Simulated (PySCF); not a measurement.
Broadened absorption spectrum of C6H6ClF

C6H6ClF.
SMILES: `F[C@@H]1C(Cl)=C[C@H]2C[C@@H]12`

Method used: TDDFT B3LYP/def2-SVPD, vertical, gas phase, core orbitals frozen in the response (PySCF). Geometry: PBE0-D3(BJ)/def2-SVP; no solvent, vibrations or thermal averaging.

Computed states:

| state | E (eV) | f |
| --- | --- | --- |
| S1 | 5.65 | 0.164 |
| S2 | 6.34 | 0.0017 |
| S3 | 6.50 | 0.0087 |
| S4 | 6.71 | 0.016 |
| S5 | 6.78 | 0.024 |
| S6 | 7.04 | 0.032 |

Each state is given a Gaussian of 0.25 eV full width at half maximum, with ε(max) = 2.175×10⁸ f / Δν̃ (Δν̃ the width in cm⁻¹). The width is an assumption, not a result. The curve ends short of the highest state used, and states not computed would add to its high-energy end.

Q: Give the broadened spectrum and its maxima.

A: 
λ (nm), ε (L mol⁻¹ cm⁻¹) and a bar:
```
    192.5       1028 ##
    194.0        766 #
    195.4        536 #
    196.9        338 #
    198.4        197 
    199.8        110 
    201.3         53 
    202.7         25 
    204.2         17 
    205.6         37 
    207.1        134 
    208.6        436 #
    210.0       1122 ##
    211.5       2620 ####
    212.9       4987 ########
    214.4       8531 ###############
    215.9      12539 #####################
    217.3      15751 ###########################
    218.8      17565 ##############################
    220.2      17223 #############################
    221.7      14882 #########################
    223.2      11357 ###################
    224.6       7924 ##############
    226.1       4823 ########
    227.5       2747 #####
    229.0       1357 ##
    230.5        606 #
    231.9        261 
    233.4         97 
    234.8         35
```

Maxima: 219 nm (5.65 eV), ε about 18000, made up of S1 (100%) (ε in L mol⁻¹ cm⁻¹; maxima over ε = 5, shares over 10%). At its high-energy end, 6.44 eV, the curve is still rising (ε about 1000, from S2 and S3).

Q: On this curve, what absorbance would a 10⁻⁴ mol/L sample give at 222 nm over a 1 cm path?

A: 222 nm is 5.585 eV, where ε is about 14000 L mol⁻¹ cm⁻¹, so A = ε c l ≈ 1.4 (Beer–Lambert, with the gas-phase spectrum and the assumed width).

Q: Coming from long wavelengths, where does ε first pass 100 L mol⁻¹ cm⁻¹?

A: At about 233 nm (5.31 eV), 0.34 eV below S1.

Q: What would ε be at 5.65 eV, the highest of these maxima, with half the width (0.125 eV)?

A: About 35200 L mol⁻¹ cm⁻¹ against 17700, a factor of about 1.99; a lone state at its own centre would give exactly 2.
